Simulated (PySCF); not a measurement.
## Radial density of F⁺ (fluorine, charge +1)

TPSS, [He] 2s2 2p4, high-spin 3P determinant. Computed with PySCF 2.14 in cc-pVDZ-DK (3s2p1d, 14 functions), with the spin-free X2C one-electron Hamiltonian (Gaussian nucleus).

| r (bohr) | 4πr²ρ (e/bohr) | 4πr²(ρα − ρβ) |
| --- | --- | --- |
| 0.00373 | 0.07794 | 0.0001 |
| 0.00628 | 0.2094 | 0.0002 |
| 0.0106 | 0.5371 | 0.0004 |
| 0.0178 | 1.321 | 0.0010 |
| 0.0299 | 2.985 | 0.0027 |
| 0.0503 | 5.848 | 0.0079 |
| 0.0846 | 8.975 | 0.0293 |
| 0.142 | 9.314 | 0.1359 |
| 0.239 | 5.691 | 0.5246 |
| 0.402 | 4.114 | 1.3413 |
| 0.677 | 5.928 | 1.9773 |
| 1.14 | 3.883 | 1.2205 |
| 1.92 | 0.7062 | 0.2091 |
| 3.22 | 0.02819 | 0.0108 |

Densities and radii are taken from the X2C orbitals without a picture-change correction, which distorts them close to the nucleus.
